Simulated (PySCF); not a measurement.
B(F)(NHMe)(OH) (CH5BFNO), SMILES CNB(O)F. Heavy atoms are numbered as in [B:1]([F:2])([NH:3][CH3:4])[OH:9]. Hydrogens are named by the atom that carries them.

The structure is a stationary point at r2SCAN-D4/def2-SVP. The structure was generated by enumeration, and PubChem lists no compound with its InChIKey, so it may never have been made. Other conformers were not sampled.

Level of theory: PBE/pcSseg-1 (PySCF).

GIAO shieldings, no solvent; atoms alike by connectivity are averaged. δ = σ(ref) − σ: ¹¹B against BF3 (σ = 83.9 ppm); ¹⁹F against CFCl3 (σ = 133.6 ppm); ¹⁵N against NH3 (σ = 267.0 ppm); ¹³C against TMS (σ = 182.0 ppm); ¹H against TMS (σ = 31.49 ppm); ¹⁷O against H2O (σ = 334.3 ppm), references at their B3LYP-D3(BJ)/def2-TZVP geometries, non-relativistic.

Computed chemical shifts:
```csv
nucleus,atoms,count,δ (ppm)
¹¹B,B1,1,7.5
¹⁹F,F2,1,-167.8
¹⁵N,N3 (NH),1,63.3
¹³C,C4 (CH3),1,33.4
¹H,H on O9,1,3.02
¹H,H on C4,3,2.86
¹H,H on N3,1,1.96
¹⁷O,O9 (OH),1,81.9
```
